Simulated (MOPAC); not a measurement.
Input for MOPAC: PM3 on SbH, 2S+1 = 3, a spin state set in the input, which need not be the lowest, a point of a bond scan (R = 1.819 Å).

```
PM3 1SCF PRECISE CHARGE=0 UHF MS=1 THREADS=1
HSb

H      0.00000000 1     0.00000000 1     0.00000000 1
Sb     0.00000000 1     0.00000000 1     1.81911300 1
```

The log:

```
*******************************************************************************
 **                                                                           **
 **                              MOPAC v23.2.5                                **
 **                                                                           **
 *******************************************************************************
 ** MOPAC's Digital Object Identifier: https://doi.org/10.5281/zenodo.6511958 **
 **                                                                           **
 ** Please cite the open-source release paper for use of this MOPAC version:  **
 ** J. E. Moussa and J. J. P. Stewart (2026)                                  **
 ** MOPAC: An open-source semiempirical molecular orbital program             **
 ** J. Open Source Softw., 11(119), 8025, https://doi.org/10.21105/joss.08025 **
 *******************************************************************************

                              PM3 CALCULATION RESULTS

 *******************************************************************************
 *  PM3        - The PM3 Hamiltonian to be used
 *  UHF        - UNRESTRICTED HARTREE-FOCK CALCULATION
 *
 *
 *
 *                 CHARGE ON SYSTEM = 0
 *
 *
 *
 *  MS=        - IN MECI, MAGNETIC COMPONENT OF SPIN =  1.0
 *  PRECISE    - TIGHTER CRITERIA TO BE USED
 *  1SCF       - DO 1 SCF AND THEN STOP
 *  THREADS=1  - MULTI-THREADING NOT USED
 *  T=         - A TIME OF 172800.0 SECONDS REQUESTED
 *  DUMP=N     - RESTART FILE WRITTEN EVERY 7200.0 SECONDS REQUESTED
 *******************************************************************************
PM3 1SCF PRECISE CHARGE=0 UHF MS=1 THREADS=1
 HSb

   ATOM   CHEMICAL          X               Y               Z
  NUMBER   SYMBOL      (ANGSTROMS)     (ANGSTROMS)     (ANGSTROMS)

     1       H          0.00000000  *   0.00000000  *   0.00000000  *
     2      Sb          0.00000000  *   0.00000000  *   1.81911300  *



          CARTESIAN COORDINATES

    NO.       ATOM           X           Y           Z

     1         H          0.0000      0.0000      0.0000
     2        Sb          0.0000      0.0000      1.8191

  H: (PM3): J. J. P. STEWART, J. COMP. CHEM. 10, 209 (1989).
 Sb: (PM3): J. J. P. STEWART, J. COMP. CHEM. 12, 320-341 (1991).

           Empirical Formula: H Sb  =     2 atoms



      MOLECULAR POINT GROUP   :   C*v


          UHF CALCULATION, NO. OF ALPHA ELECTRONS =    4
                           NO. OF BETA  ELECTRONS =    2

 -------------------------------------------------------------------------------
 PM3 1SCF PRECISE CHARGE=0 UHF MS=1 THREADS=1
 HSb



     1SCF WAS SPECIFIED, SO BFGS WAS NOT USED
     SCF FIELD WAS ACHIEVED


                              PM3 CALCULATION
                                                       MOPAC v23.2.5 Linux




          FINAL HEAT OF FORMATION =         65.67415 KCAL/MOL =     274.78063 KJ/MOL


          COSMO AREA              =         81.78 SQUARE ANGSTROMS
          COSMO VOLUME            =         69.46 CUBIC ANGSTROMS

          IONIZATION POTENTIAL    =          8.845980 EV
          ALPHA SOMO LUMO (EV)    =         -8.846 -0.198
          BETA  SOMO LUMO (EV)    =        -11.158 -2.437
          NO. OF ALPHA ELECTRONS  =          4
          NO. OF BETA  ELECTRONS  =          2
          MOLECULAR WEIGHT        =        122.7579         POINT GROUP:  C*v

          MOLECULAR DIMENSIONS (Angstroms)

            Atom       Atom       Distance
           Sb     2    H     1     1.81911
           Sb     2    H     1     0.00000
            H     1   Sb     2     0.00000


          SCF CALCULATIONS        =          1





   ATOM   CHEMICAL          X               Y               Z
  NUMBER   SYMBOL      (ANGSTROMS)     (ANGSTROMS)     (ANGSTROMS)

     1       H          0.00000000  *   0.00000000  *   0.00000000  *
     2      Sb          0.00000000  *   0.00000000  *   1.81911300  *

                             CARTESIAN COORDINATES

   1    H        0.000000000     0.000000000     0.000000000
   2   Sb        0.000000000     0.000000000     1.819113000


           Empirical Formula: H Sb  =     2 atoms



      MOLECULAR POINT GROUP   :   C*v


          ALPHA EIGENVALUES
 -38.18501 -11.32696  -8.84598  -8.84598  -0.19828


           BETA EIGENVALUES
 -33.51952 -11.15841  -2.43720  -2.43720  -0.03482


              NET ATOMIC CHARGES AND DIPOLE CONTRIBUTIONS

  ATOM NO.   TYPE          CHARGE      No. of ELECS.   s-Pop       p-Pop
    1          H          -0.065902        1.0659     1.06590
    2         Sb           0.065902        4.9341     1.97816     2.95594
 DIPOLE           X         Y         Z       TOTAL
 POINT-CHG.     0.000     0.000     0.576     0.576
 HYBRID         0.000    -0.000    -1.077     1.077
 SUM            0.000    -0.000    -0.501     0.501


          ATOMIC ORBITAL ELECTRON POPULATIONS

     Atom    s        px        py        pz
    1  H   1.06590
    2 Sb   1.97816   1.00000   1.00000   0.95594


                    (SZ)    =    1.000000
                    (S**2)  =    2.000407


          ATOMIC ORBITAL SPIN POPULATIONS

    Atom   Total    s     px     py     pz
         Atomic
    1  H  0.0062  0.006
    2 Sb  1.9938  0.004  1.000  1.000 -0.010

 **********************
 *                    *
 * JOB ENDED NORMALLY *
 *                    *
 **********************




 == MOPAC DONE ==
```

The run finished.

Cost: roughly 0.03 core-seconds.
